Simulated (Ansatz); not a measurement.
Ansatz (a first-principles code) input:

Ansatz 0.2 input:
```yaml
crystal:
  periodic: [false, false, false]
  atoms:
    - {symbol: C, position_ang: [2.55448878, -0.01141632, -0.31562623]}
    - {symbol: C, position_ang: [1.23353703, -0.69259462, -0.15054844]}
    - {symbol: C, position_ang: [0.00667760, -0.06280030, -0.00093689]}
    - {symbol: C, position_ang: [-0.08990558, 1.44507440, 0.00386945]}
    - {symbol: C, position_ang: [-1.15639338, -0.80904162, 0.15274863]}
    - {symbol: C, position_ang: [-2.52316765, -0.23014316, 0.31236804]}
    - {symbol: H, position_ang: [3.36215627, -0.74058442, -0.37357172]}
    - {symbol: H, position_ang: [2.59820211, 0.59530906, -1.22736525]}
    - {symbol: H, position_ang: [2.78143295, 0.66296275, 0.51705396]}
    - {symbol: H, position_ang: [1.23342194, -1.77710172, -0.14606656]}
    - {symbol: H, position_ang: [-0.83501665, 1.79272906, -0.71473982]}
    - {symbol: H, position_ang: [0.85773547, 1.91789805, -0.24322096]}
    - {symbol: H, position_ang: [-0.39936125, 1.81398704, 0.98542911]}
    - {symbol: H, position_ang: [-1.06545235, -1.88933605, 0.13807560]}
    - {symbol: H, position_ang: [-2.88960569, 0.22265672, -0.61833209]}
    - {symbol: H, position_ang: [-2.55111780, 0.56110726, 1.06806924]}
    - {symbol: H, position_ang: [-3.24381596, -0.99409801, 0.60342097]}
basis:
  gaussian:
    orbitals: aug-cc-pVDZ
magnetization: {spin_polarized: true, initial_magnetization: 1}
correlation: {method: ccsd_t, electrons: outside_noble_gas}
output: {forces: true}
```

### Question
Which total energy does the run end on?

### Answer
-234.55419 Eh (CCSD(T)/aug-cc-pVDZ). The basis has 237 functions.

It need not be the lowest isomer of its formula.

The determinant is spin-contaminated: <S^2> is 0.96 against 0.75 for a pure state.
